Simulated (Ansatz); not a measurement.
**Worked example: ideal-gas entropy of C2H3Br (vinyl bromide)**

A singlet with charge 0, relaxed at PBE0-D4/def2-TZVP (Ansatz 0.2.0):

```xyz
6

C    -0.5505    0.2076   -0.4730
C     0.4182    0.0257    0.4032
Br    1.2018   -1.6494    0.7468
H    -0.9639   -0.6032   -1.0593
H    -0.9554    1.2027   -0.6196
H     0.8497    0.8166    1.0019
```

Harmonic wavenumbers in cm⁻¹: 349, 607, 626, 940, 982, 1019, 1280, 1403, 1678, 3165, 3227, 3261.

Masses in u: C 12.011, Br 79.904, H 1.008. Take T = 298.15 K, p = 1 bar, R = 8.3145 J/(mol K), kT/hc = 207.22 cm⁻¹, rigid rotor and harmonic oscillator.

Question: Work out S° at 298 K.

Answer: 
1. Translation (Sackur–Tetrode): S = R[3/2 ln M + 5/2 ln T − 1.1517] with M = 106.95 gives 167.1 J/(mol K).
2. Rotation: principal moments 9.092, 121.507, 130.599 u Å² give A, B, C = 1.8541, 0.1387, 0.1291 cm⁻¹; the symmetry number is σ = 1; q = (√π/σ)√((kT/hc)³/ABC) = 29017; S = R(ln q + 3/2) = 97.9.
3. Vibration: with u = ν̃/207.22, each mode gives R[u/(eᵘ − 1) − ln(1 − e⁻ᵘ)]; the sum is 9.9, most from 349 cm⁻¹ (4.9), 607 cm⁻¹ (1.8), 626 cm⁻¹ (1.7).
4. Electronic: R ln 1 = 0.0, from the spin multiplicity alone.
5. Sum: 167.1 + 97.9 + 9.9 + 0.0 = 274.9 J/(mol K).

The tabulated value is 275.8 J/(mol K) (CRC Handbook of Chemistry and Physics): the model is off by -0.9.
